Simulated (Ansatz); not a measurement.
Reaction (substitution at a C–C bond): `BOCCS` + `[SiH3][SiH2]S` → `[SiH3][SiH2]SCS` + `BOC`

Isolated molecules relaxed with PBE0-D4/def2-TZVP in Ansatz; ΔE leaves out vibrations. CCSD(T)/CBS is the MP2 limit (def2-TZVPP, def2-QZVPP) plus CCSD(T) − MP2 in def2-TZVPP, frozen cores. DFT in def2-TZVPP. One conformer a species, not always the lowest.

`BOCCS`:

Z-matrix (Å, degrees):
```
C
O 1 1.419
C 1 1.513 2 109.6
H 1 1.092 2 108.0 3 119.8
H 1 1.096 2 110.1 3 -121.9
B 2 1.341 1 122.2 3 112.8
S 3 1.806 1 112.4 2 175.1
H 3 1.091 1 111.0 2 -60.9
H 3 1.092 1 109.9 2 57.9
H 6 1.196 2 117.0 1 -179.1
H 6 1.203 2 120.1 1 0.9
H 7 1.343 3 96.9 1 67.5
```

`[SiH3][SiH2]S`:

Cartesian coordinates in Å:
```
Si -0.872 -0.463 -1.196
Si 0.205 -0.016 0.830
S 1.751 1.400 0.386
H -1.442 0.790 -1.757
H -1.972 -1.438 -0.968
H 0.093 -1.038 -2.169
H -0.754 0.541 1.823
H 0.780 -1.263 1.405
H 2.209 1.487 1.646
```

`[SiH3][SiH2]SCS`:

```xyz
13

Si   -0.387    1.895    0.829
Si   -0.818    0.564   -1.056
S     0.781   -0.741   -1.640
C     0.645   -2.009   -0.354
S     0.678   -1.429    1.355
H     1.077    1.977    1.075
H    -0.889    3.276    0.574
H    -1.072    1.369    2.037
H    -0.992    1.422   -2.258
H    -2.052   -0.250   -0.857
H    -0.299   -2.546   -0.455
H     1.457   -2.714   -0.532
H     1.870   -0.813    1.282
```

`BOC`:

Z-matrix (Å, degrees):
```
C
O 1 1.413
H 1 1.092 2 108.8
H 1 1.092 2 108.9 3 118.3
H 1 1.094 2 111.3 3 -120.8
B 2 1.339 1 122.3 3 121.0
H 6 1.196 2 116.9 1 180.0
H 6 1.204 2 120.2 1 0.0
```

```json
{"species": "`BOCCS`", "revPBE-D4 energy (Eh)": "-578.68856"}
{"species": "`[SiH3][SiH2]S`", "revPBE-D4 energy (Eh)": "-980.65854"}
{"species": "`[SiH3][SiH2]SCS`", "revPBE-D4 energy (Eh)": "-1418.11782"}
{"species": "`BOC`", "revPBE-D4 energy (Eh)": "-141.22593"}
```

(1) Work out ΔE.

Largest T1 diagnostic among the species: 0.014.

Results:

(1) ΔE = (-1418.11782) + (-141.22593) − (-578.68856) − (-980.65854) = 0.00335 Eh = +8.8 kJ/mol. CCSD(T)/CBS gives +21.7 kJ/mol.

At CCSD(T), def2-SVP lies +8.1 kJ/mol from the extrapolated value and def2-TZVPP +4.2 kJ/mol. Leaving LDA and LC-ωPBE aside and taking each functional with its dispersion term where it has one, the values, not all of them listed here, spread over 16.7 kJ/mol, from revPBE-D4 to B2PLYP.
